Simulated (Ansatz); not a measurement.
A nudged elastic band was laid between two geometries of AlFH$_{3}$NOSi (8 atoms, charge 0, multiplicity 1).

Computed with UKS B3LYP-D4/def2-SVP (Ansatz 0.2.0).

```json
{"movable images": "7", "climbing image": "yes", "spring": "5.0 eV/Å²", "optimiser": "quadratic models (default)", "start path": "through a guess of the saddle point", "force threshold": "0.03 eV/Å", "iteration limit": "59", "end points": "relaxed"}
```

Initial state:

```xyz
8
Properties=species:S:1:pos:R:3
F -1.279 1.502 1.242
Si -0.316 0.982 0.042
N 0.848 -0.214 0.546
Al 0.011 -1.399 -0.525
O -1.095 -0.103 -0.965
H 0.178 2.206 -0.621
H 1.611 -0.142 1.207
H 0.133 -2.890 -0.981
```

Final state:

```xyz
8
Properties=species:S:1:pos:R:3
F -1.502 0.888 0.914
Si -0.231 0.572 -0.055
N 1.093 -0.191 0.689
Al 1.300 -1.988 0.223
O -0.690 -0.689 -1.064
H 0.014 1.843 -0.773
H 1.728 0.328 1.291
H -1.620 -0.820 -1.282
```

Q: Which bonds break or form, and what moves?

A: Bonds broken: Al4–O5, Al4–H8. Bonds formed: O5–H8.

Q: What energy profile does the band end with?

A: It converged. The highest image is number 4 of 0 to 8, 2.97 eV above the first end and 2.09 eV above the last; the last end lies 0.88 eV above the first. Neighbouring images differ by up to 1.3 eV, so the band resolves the path poorly. A vibrational analysis at the climbing image gives one clearly imaginary mode, 1412i cm⁻¹: a first-order saddle point. The orbitals stay closed-shell, which can raise the energy where a bond breaks towards radicals; this wasn't checked here.

```
image  path coordinate (Å)  energy (eV)  Al4–O5 (Å)  Al4–H8 (Å)  O5–H8 (Å)
    0                 0.00         0.00        1.76        1.56       3.04
    1                 0.58         0.10        1.76        1.56       2.95
    2                 1.16         0.56        1.75        1.54       2.62
    3                 1.75         1.73        1.78        1.55       2.09
    4                 2.33         2.97        1.92        1.67       1.47
    5                 2.80         1.69        2.10        2.00       1.02
    6                 3.26         1.07        2.25        2.53       0.97
    7                 3.73         0.91        2.32        2.97       0.97
    8                 4.19         0.88        2.70        3.49       0.96
```

Q: What is the geometry of the highest image?

A: 
```xyz
8
Properties=species:S:1:pos:R:3
F -1.400 1.070 1.045
Si -0.229 0.778 -0.041
N 1.071 -0.175 0.594
Al 0.586 -1.637 -0.377
O -0.686 -0.424 -1.144
H 0.055 2.092 -0.662
H 1.709 0.055 1.347
H -1.015 -1.816 -0.817
```

Run time: 5 min on 2 threads of Arm Neoverse V1, with other jobs on the host, peak memory 0.28 GiB.
